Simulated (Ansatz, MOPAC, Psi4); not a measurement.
Molecule: Si$_{2}$N$_{2}$H$_{8}$, net charge 0, singlet state. SMILES: [SiH2]([SiH2]N)N
Coordinates optimised at B3LYP-D3(BJ)/def2-TZVP (Ansatz, an electronic-structure program):
```
Si
N 1 1.7332
H 2 1.0087 1 120.69
H 2 1.0090 3 110.94 1 144.78
H 1 1.4848 2 107.68 3 -55.61
H 1 1.4924 5 105.84 2 -124.19
Si 1 2.3536 5 112.54 6 -120.97
N 7 1.7332 1 104.67 5 -108.68
H 8 1.0087 7 120.69 1 -175.57
H 8 1.0090 9 110.94 7 144.78
H 7 1.4848 8 107.68 9 -55.61
H 7 1.4924 11 105.84 8 -124.19
```

Property: vertical ionisation energy to the doublet, in eV. Conventions: each state is the SCF solution reached for its charge and spin; dispersion terms only where a functional's name holds one; non-relativistic; 6-311+G** with 5d, 6d on Na to Ar in Ansatz; open shells spin-unrestricted; frozen cores in correlated levels; spin-orbit terms left out; six Cartesian d functions in 6-31G* and its kin unless marked 5d; PM7 with its own dispersion and hydrogen-bond terms. Ab initio and DFT rows: single points at B3LYP-D3(BJ) geometries (Ansatz). Semi-empirical rows: differences of heats of formation at the shared geometry for vertical values.

```tsv
level	program	vertical ionisation energy to the doublet (eV)
AM1	MOPAC	8.99
PM3	MOPAC	8.17
PM7	MOPAC	9.14
MNDO	MOPAC	8.76
HF/6-31G*	Ansatz	8.36
HF/6-311+G**	Ansatz	8.45
PBE/6-31G*	Ansatz	8.32
PBE/6-311+G**	Ansatz	8.59
B3LYP/STO-3G	Ansatz	5.85
B3LYP/6-31G*	Ansatz	8.76
B3LYP/6-311+G**	Ansatz	9.02
wB97X-D/6-31G*	Psi4	9.10
MP2/6-31G*	Ansatz	9.40
PBE/def2-TZVPD	Ansatz	8.60
B3LYP/def2-TZVPD	Ansatz	9.03
PBE0/def2-TZVPD	Ansatz	9.05
```

No value to compare with is used here. The 13 habitual levels span 5.85 (B3LYP/STO-3G) to 9.40 eV (MP2/6-31G*); B3LYP/def2-TZVPD gives 9.03.

The levels are drawn from those run, B3LYP/6-31G* more often than the rest, none by its result; left out are runs that failed, that the program found above a lower state of the same kind, or whose <S^2> lies over 0.5 above the pure value.
